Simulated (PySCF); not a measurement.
Al2BH4O (calculated)

Computed with PySCF 2.14.0. Calculation on a computer-drawn molecule: the log of a Hartree-Fock and frozen-core CCSD(T) single point meant for a local Hartree-Fock minimum, with one planted fault or none, to be diagnosed. Offsets are logged minus clean, where the clean run is the same molecule without the fault. The reference is restricted for singlets and unrestricted otherwise, and also for a bond in bohr or an excited solution. Adding or removing an electron swaps singlet and doublet. The excited solution moves the top pair (singlet) or top alpha electron (doublet) to the lowest empty orbital. Highest occupied and lowest empty are orbital energies over both spins, largest force is the largest gradient component, triples share is (T) over the correlation energy, the T1 limit is 0.02 restricted and 0.045 unrestricted, electrons count all cores, a negative frequency is imaginary (commonest isotopes), and the dipole is about the centre of nuclear charge.

```json
{"formula": "Al2BH4O", "logged_structure": {"atoms_angstrom": [["Al", -3.6813, -2.2986, 1.2239], ["B", -2.5426, -0.4207, 0.863], ["O", -1.9146, 0.615, 0.664], ["Al", -0.9768, 2.1612, 0.3672], ["H", -4.8033, -2.1095, 2.2837], ["H", -3.1593, -3.4772, 0.3544], ["H", 0.2342, 2.2593, 1.3283], ["H", -1.6281, 2.9858, -0.771]]}, "given": {"meant_charge": 1, "meant_multiplicity": 1, "meant_basis": "cc-pV(D+d)Z", "logged_electrons": 42, "logged_basis_functions": 94, "logged_SCF_converged": "yes", "logged_spin_squared": 0.0, "logged_highest_occupied [eV]": -16.459, "logged_lowest_empty [eV]": -4.0616, "logged_largest_force [hartree/bohr]": 1.6097e-05, "logged_lowest_frequency [cm^-1]": 38.921, "logged_T1_diagnostic": 0.016117, "logged_D1_diagnostic": 0.043227, "logged_triples_share": 0.024708, "logged_CC_converged": "yes", "logged_dipole_magnitude [debye]": 0.46101, "logged_SCF_stable_within_its_kind": "yes", "logged_energy_HF [hartree]": -585.56615, "logged_energy_CCSD(T) [hartree]": -585.98194, "possible_faults": "no fault, one electron removed, one electron added, multiplicity raised by two, geometry at a saddle point, SCF held on an excited solution, minimal basis STO-3G, one bond length entered in bohr, all coordinates scaled", "drawn_bonds_atom": [1, 2, 3, 1, 1, 4, 4], "drawn_bonds_other_atom": [2, 3, 4, 5, 6, 7, 8], "drawn_bonds_order": [1, 1, 1, 1, 1, 1, 1]}, "results": {"planted_fault": "no fault", "HF_energy_offset_from_clean_run [kcal/mol]": 0.0, "CCSD(T)_energy_offset_from_clean_run [kcal/mol]": 0.0}}
```
